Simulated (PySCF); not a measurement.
Isomers of C7H10S, from PBE0-D3(BJ)/def2-SVP geometry optimisation, gas phase (PySCF 2.14.0). One conformer each, no zero-point energy, no frequencies.

Question: Which isomer lies lower at this level?
A. `[CH3:1][C:2](=[S:3])[C@H:4]1[CH:5]=[C:6]([CH3:7])[CH2:8]1` with C1–C2–C4–C5 -28°: A = 4515, B = 885.6, C = 830.4 MHz, dipole 3.55 D
B. `[CH3:1][CH:2]([CH3:3])[c:4]1[cH:5][cH:6][cH:7][s:8]1` with C1–C2–C4–C5 116°: A = 3291, B = 1252, C = 1128 MHz, dipole 0.66 D

Answer: B. That is `CC(C)c1cccs1`, 39.0 kcal/mol below the other.

```json
{"SMILES": "CC(C)c1cccs1", "mapped SMILES": "[CH3:1][CH:2]([CH3:3])[c:4]1[cH:5][cH:6][cH:7][s:8]1", "E (Eh)": "-670.18256", "relative (kcal/mol)": "0.0", "relative (kJ/mol)": "0.0", "dipole (D)": "0.66"}
{"SMILES": "CC(=S)[C@H]1C=C(C)C1", "mapped SMILES": "[CH3:1][C:2](=[S:3])[C@H:4]1[CH:5]=[C:6]([CH3:7])[CH2:8]1", "E (Eh)": "-670.12047", "relative (kcal/mol)": "39.0", "relative (kJ/mol)": "163.0", "dipole (D)": "3.55"}
```

As drawn, the lower has an aromatic ring, which the higher lacks; the higher has a four-membered ring, a C=S bond and a C=C bond outside aromatic rings, which the lower lacks.
